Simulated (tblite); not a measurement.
Run record: tight-binding relaxation, `CC(C)C#[C][Ga]([CH3])[CH3]`.

Computed with GFN2-xTB geometry optimisation, gas phase (tblite 0.8.0). Start geometry: from a force field or distance geometry. The command runs a driver script over a list of jobs; the input below is this job's line of settings and its coordinates in Å.

Command:
```bash
OMP_NUM_THREADS=1 python probes_run.py task.json out
```

Input:
```
{"job": {"kind": "relax", "xc": "GFN2-xTB", "basis": "xTB"}, "charge": 0, "multiplicity": 1}
C     -2.714400     1.293300    -0.282600
C     -2.295400    -0.145600    -0.217600
C     -2.642500    -0.829900     1.094400
C     -0.823600    -0.113100    -0.287200
C      0.380300    -0.102800    -0.349900
Ga     2.395600    -0.052000    -0.516600
C      3.078100     1.558700     0.094800
C      2.966400    -1.860000    -0.376300
H     -2.323300     1.713600    -1.223300
H     -2.284200     1.878500     0.548300
H     -3.826900     1.378100    -0.312800
H     -2.662200    -0.761900    -1.080200
H     -1.977700    -1.717700     1.188900
H     -3.697000    -1.180100     1.097700
H     -2.449700    -0.180800     1.981500
H      4.142400     1.358000     0.366500
H      3.022400     2.338700    -0.695300
H      2.537100     1.930800     0.994600
H      3.959800    -1.825200    -0.849700
H      2.228800    -2.357300    -1.042800
H      2.977000    -2.306300     0.644000
```

Task: Give the output.

Result: 
```
step      E/eV     max force
  0    -616.99113    3.221
  1    -617.31160    2.232
  2    -617.36977    5.724
  3    -617.54876    1.072
  4    -617.61500    1.113
  5    -617.73558    0.857
  6    -617.78112    0.595
  7    -617.84065    0.752
  8    -617.86975    0.691
  9    -617.89206    0.303
... (78 lines left out)
 88    -618.01542    0.022
 89    -618.01552    0.028
 90    -618.01565    0.048
 91    -618.01578    0.051
 92    -618.01588    0.033
 93    -618.01596    0.017
 94    -618.01602    0.024
 95    -618.01608    0.032
 96    -618.01612    0.021
 97    -618.01613    0.008
```

«max force» is the largest atomic force in eV/Å.

Task: From which step on does the largest force stay under 0.1 eV/Å, and how much energy is left to gain from there?

Result: From step 57 (0.076 eV/Å), 4.5 meV above the end.

In short: energy lowered by 23.6 kcal/mol over 97 steps; largest atomic force 0.008 eV/Å at the end.

The run took 0.66 s of wall time on one thread of an Arm Neoverse V2, no GPU, on a shared host.
Labels such as C1 count atoms from 1, the log's own numbers from 0.
